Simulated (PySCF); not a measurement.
# Calculated properties of `CSCS[SiH2][SiH2][SiH3]`

Compound: C2H12S2Si3.
Geometry (GFN2-xTB, Å), atoms numbered from 1 in this order:
```xyz
19
C2H12S2Si3 angstrom
C      3.4323   -0.8009   -0.4018
S      2.9800    0.8724   -0.9296
C      1.9861    1.3474    0.5104
S      0.4917    0.3463    0.7443
Si    -0.7397    1.0954   -0.8777
Si    -2.4786   -0.4196   -1.0317
Si    -3.3835   -1.1537    0.9759
H      4.1511   -0.7443    0.4114
H      2.5293   -1.3151   -0.0819
H      3.8693   -1.3004   -1.2593
H      1.7099    2.3895    0.3744
H      2.5885    1.2260    1.4080
H     -1.0562    2.4605   -0.4417
H      0.1978    1.2502   -1.9890
H     -2.0252   -1.5489   -1.8606
H     -3.4752    0.2517   -1.8811
H     -2.3385   -1.3770    1.9735
H     -4.3152   -0.1659    1.5280
H     -4.1337   -2.4044    0.8362
```

Among its groups: sulfide and Si–H bond.

From GFN2-xTB geometry:

- Point group of the GFN2-xTB geometry: C1
- Rotational constants A, B, C of the GFN2-xTB geometry: 2.054, 0.407, 0.387 GHz

PBE0/pcSseg-1 ground state and GIAO shieldings, non-relativistic (PySCF):

* Dipole moment: 0.43 D
* HOMO energy: -6.48 eV
* LUMO energy: -0.73 eV
* HOMO–LUMO gap: 5.75 eV
* Lowest Hirshfeld atomic charge: -0.13 e on C1
* Highest Hirshfeld atomic charge: +0.22 e on Si7
* 13C chemical shifts (computed TMS as zero) by class: 46.7 (C3), 18.9 (C1) ppm
* 1H chemical shifts (computed TMS as zero) by class: 4.94 (H13/H14), 3.61 (H17/H18/H19), 3.60 (H11/H12), 3.42 (H15/H16), 2.22 (H8/H9/H10) ppm
* Isotropic shieldings of nuclei other than C and H, by class: 406 (Si5), 466 (Si7), 481 (Si6), 529 (S2), 660 (S4) ppm
* Mayer bond orders between heavy atoms: C1–S2 0.99, S2–C3 1.00, C3–S4 0.98, S4–Si5 0.91, Si5–Si6 0.90, Si6–Si7 0.90

Monoisotopic mass (most abundant isotopes): 183.9688 u.

With B = h/(8π²I), that is 505.379 GHz u Å² over I, the principal moments of inertia are 246.1, 1243.1 and 1305.1 u Å² (most abundant isotopes). A dipole of 0.43 D is allowed in C1, and pure rotational transitions are dipole-allowed. The rotational constants make it an asymmetric top with κ = (2B − A − C)/(A − C) = -0.98, nearer the prolate limit (−1). The dipole equals about 1.4 × 10⁻³⁰ C·m (1 D = 3.33564 × 10⁻³⁰ C·m).

One conformer (not necessarily the lowest) at the GFN2-xTB geometry, without solvent or vibrations. NMR classes are plain means over equivalent atoms (diastereotopic ones count apart unless rotation or inversion swaps them), as if these changed places fast; in this geometry the members of some classes differ.
